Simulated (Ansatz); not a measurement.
Program: Ansatz. Geometries: PBE0-D4/def2-TZVP. ΔE: electronic, gas phase. CCSD(T)/CBS adds triple-zeta CCSD(T) − MP2 to the extrapolated MP2 energy (def2 sets, frozen cores). This one scheme is used for every species. Functionals use def2-TZVPP. B3LYP here is the variant with VWN-RPA as its local correlation; programs differ in this. Each species was taken in one conformer, which may not be the lowest.

Consider the substitution at a C–Si bond: `[SiH3]C1=CN1` + `[SiH3]S` → `[SiH3]SC1=CN1` + SiH₄.

| level | ΔE (eV) |
| --- | --- |
| PBE-D4 | 0.42 |
| PBE0-D4 | 0.47 |
| B3LYP-D4 | 0.48 |
| B2PLYP | 0.53 |
| MP2/def2-TZVPP | 0.49 |
| SCS-MP2/def2-TZVPP | 0.52 |
| SCS-MP2/def2-QZVPP | 0.54 |
| MP2/CBS(def2) | 0.51 |

Q: What does CCSD(T)/CBS give? (Best estimate.)

A: The calculation gave: +0.56 eV. The listed levels differ from it by -0.14, -0.09, -0.08, -0.03, -0.07, -0.04, -0.02, -0.05 eV.

Largest T1 diagnostic among the species: 0.013.

From PBE to PBE0 (25 % exact exchange), in def2-TZVPP and without D4, ΔE moves by +0.05 eV. The D4 term adds −0.07 eV with B3LYP and −0.04 eV with PBE0; it sums over pairs of atoms, weighted by their polarisabilities, and B3LYP, whose exchange is more repulsive, gets the larger term. In def2-TZVPP, CCSD(T) changes the Hartree–Fock value by −0.13 eV (the triples alone add −0.04 eV) and MP2 by −0.18 eV.
